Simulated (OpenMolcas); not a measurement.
S III: from RASSCF to RASPT2

```yaml
Program: OpenMolcas
Basis: ANO-R3 [6s5p4d3f1g]
Scalar_Hamiltonian: X2C, finite nucleus
Active_space: 2 electrons in 9 orbitals (RAS2 3p; RAS3 3d 4s, at most 1 electron)
State_averaging: 2S+1 = 3 even, 3 roots; 2S+1 = 1 even, 6 roots; 2S+1 = 3 odd, 18 roots; 2S+1 = 1 odd, 18 roots
Spin-orbit_coupling: RASSI with atomic mean-field integrals over the reference wave functions, term energies averaged over their components
```

Methods on the same reference wave functions:
A. RASSCF
B. SS-RASPT2, IPEA 0.25 Eh, imaginary shift 0.1 Eh (closed shells correlated: 2s 2p 3s)
C. MS-RASPT2, IPEA 0.25 Eh, imaginary shift 0.1 Eh (closed shells correlated: 2s 2p 3s)

Energies in cm⁻¹ above 3s² 3p² ³P₀, the measured ground level; measured values from NIST levels in Podobedova, Kelleher and Wiese, J. Phys. Chem. Ref. Data 38, 171 (2009).

```csv
Level,A,B,C,Measured
3s² 3p² ³P₀,0.0,0.0,0.0,0.0
3s² 3p² ³P₁,268,269,269,299
3s² 3p² ³P₂,765,763,763,833
3s² 3p² ¹D₂,14263,11160,11160,11323
3s² 3p² ¹S₀,34658,32460,32460,27161
3s² 3p 3d ³F°₂,122204,121830,121830,122118
3s² 3p 3d ³F°₃,122488,122090,122090,122404
3s² 3p 3d ³F°₄,122858,122470,122470,122799
3s² 3p 3d ¹D°₂,127123,111810,111800,
3s² 3p 3d ³P°₂,141083,130020,129710,
3s² 3p 3d ³P°₁,141303,130250,129970,
3s² 3p 3d ³P°₀,141424,130400,130130,
3s² 3p 3d ³D°₁,144685,131480,131480,
3s² 3p 3d ³D°₂,144796,131600,131600,
3s² 3p 3d ³D°₃,144916,131690,131690,
3s² 3p 4s ³P°₀,146743,145700,145970,146697
3s² 3p 4s ³P°₁,146948,145900,146180,146738
3s² 3p 4s ³P°₂,147483,146440,146750,147147
3s² 3p 4s ¹P°₁,150430,149090,149090,148399
3s² 3p 3d ¹P°₁,168673,152890,152890,
3s² 3p 3d ¹F°₃,172774,162480,162480,157610
```

Deviations, from unrounded energies. A percentage is the sum of absolute deviations over the sum of measured energies, with the sign that they share, or ± where signs differ.

```json
{"Against measurement": "mean absolute deviation (cm-1)", "Levels": "12", "A": "2400", "B": "1200", "C": "1100"}
{"Against measurement": "fine structure of the ground term (%)", "Levels": "2", "A": "-8.8", "B": "-8.9", "C": "-8.9"}
{"Against measurement": "other terms of the ground configuration (%)", "Levels": "2", "A": "+27.1", "B": "±14.2", "C": "±14.2"}
{"Against measurement": "other configurations (%)", "Levels": "8", "A": "+1.6", "B": "±0.8", "C": "±0.7"}
```

C lies closest to measurement on these levels and A furthest from it. The largest miss of C in the table is 3s² 3p² ¹S₀, by +5300 cm-1. The ranking rests on the paired levels alone, and a cruder setting can come out closer through cancelling errors.

Between B and C the level of the table that moves most is 3s² 3p 4s ³P°₂, by 310 cm-1 (lowest in B, highest in C). Moves below CASPT2's spread within the term are not significant.

The mean deviations of B to C differ by less than CASPT2's widest spread within a term (260 cm-1), so their order carries little weight.

From A to B the spin-free energies of the other terms of 3s² 3p² shown, above ³P, scale by factors of 0.77 to 0.94.

The lowest spin-free term lies below A's lowest term by 0.351 hartree in B, 0.351 hartree in C.

Term energies are means over components that CASPT2 splits; among the terms shown or strongly mixed into the levels shown the widest spread is 260 cm-1 (3s² 3p 3d ³F°, C). Over all roots computed the reference weight is 0.85 to 0.96 in B, 0.85 to 0.96 in C; the roots of lowest weight are the least certain, and an intruder state may touch them. ANO sets are built for valence states and can reach diffuse excited orbitals poorly, and with the s shell closed the s pⁿ⁺¹ terms that mix with these levels are absent. With the s shell closed, the reference lacks s² → p² mixing. Some terms miss by over 15 % even with CASPT2, which points to a basis or an active space too small for the shells correlated (holds for B; C). Measured partners are found by configuration, term and J. A level has none where our copy of the source lacks it or the pairing is in doubt (some pairs that miss far off the trend of their configuration count as doubtful), and it then counts in no deviation. Levels of configurations outside the active space are missing.

° marks odd parity.
